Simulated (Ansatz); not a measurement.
Computed with Ansatz on PBE0-D4/def2-TZVP structures; ΔE is electronic, products minus reactants. CCSD(T)/CBS adds triple-zeta CCSD(T) − MP2 to the extrapolated MP2 energy (def2 sets, frozen cores). Each species was taken in one conformer, which may not be the lowest.

Reaction (redistribution): `O[SiH2][SiH]([SiH3])S` + `N[SiH2][SiH2]F` → `N[SiH]([SiH3])S` + `O[SiH2][SiH2][SiH2]F`

```csv
species,CCSD/CBS(def2) energy (Eh)
`O[SiH2][SiH]([SiH3])S`,-1345.02947
`N[SiH2][SiH2]F`,-736.31591
`N[SiH]([SiH3])S`,-1034.87109
`O[SiH2][SiH2][SiH2]F`,-1046.47930
```

Question: Work out ΔE.

Answer: ΔE = (-1034.87109) + (-1046.47930) − (-1345.02947) − (-736.31591) = -0.00501 Eh = -13.2 kJ/mol. CCSD(T)/CBS gives -13.1 kJ/mol.

Largest T1 diagnostic among the species: 0.013.
